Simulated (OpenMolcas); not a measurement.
# Zr III: effect of the basis set

| Quantity | Value |
| --- | --- |
| Program | OpenMolcas |
| Method | RASSCF |
| Active space | 8 electrons in 8 orbitals (RAS1 4p, at most 2 holes; RAS2 4d) |
| State averaging | 2S+1 = 3 even, 10 roots; 2S+1 = 1 even, 15 roots |
| Spin-orbit coupling | RASSI with atomic mean-field integrals over the reference wave functions, term energies averaged over their components |

A. ANO-R2 [7s5p4d2f1g], X2C, finite nucleus; cost about 15 core-seconds
B. ANO-RCC-VTZP [7s6p4d2f1g], DKH2, point nucleus; cost of the order of 30 core-seconds
C. ANO-RCC-VQZP [8s7p5d3f2g1h], DKH2, point nucleus; cost roughly 19 core-seconds

Energies in cm⁻¹ above 4d² ³F₂, the measured ground level; measured values from Moore, Atomic Energy Levels, vol. II, NSRDS-NBS 35 (1971 reprint of NBS Circular 467, 1952); NIST levels as listed in Rynkun, Gaigalas and Jonsson, Astron. Astrophys. 637, A10 (2020).

```csv
Level,A,B,C,Measured
4d² ³F₂,0.0,0.0,0.0,0.0
4d² ³F₃,768,746,752,681
4d² ³F₄,1694,1651,1661,1486
4d² ¹D₂,8548,8766,8749,5742
4d² ³P₀,9746,9966,9950,8062
4d² ³P₁,10041,10251,10238,8326
4d² ³P₂,10734,10924,10917,8838
4d² ¹G₄,14231,14552,14522,11049
4d² ¹S₀,29817,30626,30540,23979
```

Deviations, from unrounded energies. A percentage is the sum of absolute deviations over the sum of measured energies, with the sign that they share, or ± where signs differ.

```tsv
Against measurement	Levels	A	B	C
mean absolute deviation (cm-1)	8	2200	2400	2400
fine structure of the ground term (%)	2	+13.6	+10.6	+11.3
other terms of the ground configuration (%)	6	+25.9	+28.9	+28.7
```

A lies closest to measurement on these levels and B furthest from it. The largest miss of A in the table is 4d² ¹S₀, by +5800 cm-1. The ranking rests on the paired levels alone, and a cruder setting can come out closer through cancelling errors.

Among A to C the level of the table that moves most is 4d² ¹S₀, by 810 cm-1 (lowest in A, highest in B).

Without dynamic correlation excited terms often stand tens of per cent too high (terms of higher spin than the ground term too low), and those without a measured partner can miss by more than the paired ones. Some levels mix across a computed gap that differs much from the measured one, so their mixing is not that of the real levels. Active for correlation alone: 4p; no level in the range computed is led by a configuration that opens it, so any true level of that kind is missing. Computed and measured levels are paired by configuration, term and J; levels that our copy of the source lacks, or whose pairing is in doubt (as where it misses far off the trend of its configuration), stay unpaired and out of the deviations. Levels of configurations outside the active space are missing.
